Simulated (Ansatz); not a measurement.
Start from `[AlH2][GeH3]` and change one atom or group to get `[F][AlH][GeH3]`.

Ansatz, PBE0-D4/def2-TZVP geometries, multiplicity 1. 

Scalar relativity is left out up to krypton.

```json
{"property": "size of the dipole moment (PBE/def2-TZVPP) / D", "`[AlH2][GeH3]`": "0.35"}
{"property": "LUMO energy (B3LYP/def2-TZVPP) / eV", "`[AlH2][GeH3]`": "-2.29"}
{"property": "HOMO–LUMO gap (B3LYP/def2-TZVPP) / eV", "`[AlH2][GeH3]`": "5.13"}
{"property": "HOMO–LUMO gap (PBE/def2-TZVPP) / eV", "`[AlH2][GeH3]`": "3.71"}
{"property": "size of the dipole moment (ωB97M-V/def2-TZVPP) / D", "`[AlH2][GeH3]`": "0.48"}
{"property": "HOMO–LUMO gap (ωB97M-V/def2-TZVPP) / eV", "`[AlH2][GeH3]`": "9.16"}
```

Give the same properties after the change, and the shifts. (Best estimate.)

The calculation gave: 
| property | `[F][AlH][GeH3]` | shift |
| --- | --- | --- |
| size of the dipole moment (PBE/def2-TZVPP) / D | 1.16 | 0.81 |
| LUMO energy (B3LYP/def2-TZVPP) / eV | -1.94 | 0.35 |
| HOMO–LUMO gap (B3LYP/def2-TZVPP) / eV | 5.73 | 0.60 |
| HOMO–LUMO gap (PBE/def2-TZVPP) / eV | 4.27 | 0.56 |
| size of the dipole moment (ωB97M-V/def2-TZVPP) / D | 1.17 | 0.69 |
| HOMO–LUMO gap (ωB97M-V/def2-TZVPP) / eV | 9.79 | 0.63 |

With PBE0 the HOMO falls by 0.25 eV and the LUMO rises by 0.35 eV, so the gap widens by about 0.60 eV. PBE moves the HOMO by -0.19 eV and ωB97M-V by -0.26 eV. Dipoles are sizes alone; their direction can turn.

B3LYP here is the variant with VWN-RPA as its local correlation; programs differ in this.
